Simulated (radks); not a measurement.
Values are calculated unless marked as measured or tabulated.
Eu58+, 5 electrons, occupied as [He] 2s2 2p1 (the NIST ground configuration). Level of theory: scalar-relativistic Kohn-Sham, r2SCAN, spin-polarised, spherical densities, finite nucleus; open shells are filled with parallel spins first (spin-orbit coupling, left out, can overturn this in heavy ions); meta-GGA in the generalised Kohn-Sham scheme; Fermi nuclear charge, rms radius 5.1115 fm (a radial shooting solver on a logarithmic mesh with Libxc functionals).

Normalised radial functions P(r) = r R(r), r in bohr:

r	3s up
0.0007966	0.2110
0.0009887	0.2523
0.001227	0.3007
0.001511	0.3546
0.001875	0.4186
0.002327	0.4910
0.002888	0.5712
0.003585	0.6574
0.004413	0.7431
0.005477	0.8294
0.006798	0.9045
0.008437	0.9558
0.01047	0.9663
0.01289	0.9183
0.016	0.7850
0.01986	0.5458
0.02465	0.1894
0.03035	-0.2541
0.03766	-0.7709
0.04674	-1.2446
0.05801	-1.5221
0.072	-1.4305
0.08864	-0.8816
0.11	0.1299
0.1365	1.3217
0.1695	2.2399
0.2103	2.4996
0.259	2.0796
0.3214	1.2697
0.3989	0.5494
0.495	0.1586
0.6144	0.0281

3s up (empty): eigenvalue -5564.3 eV, 2 radial nodes at r = 0.0271, 0.107 bohr, <r> = 0.212 bohr, 90 % of the charge inside 0.307 bohr.
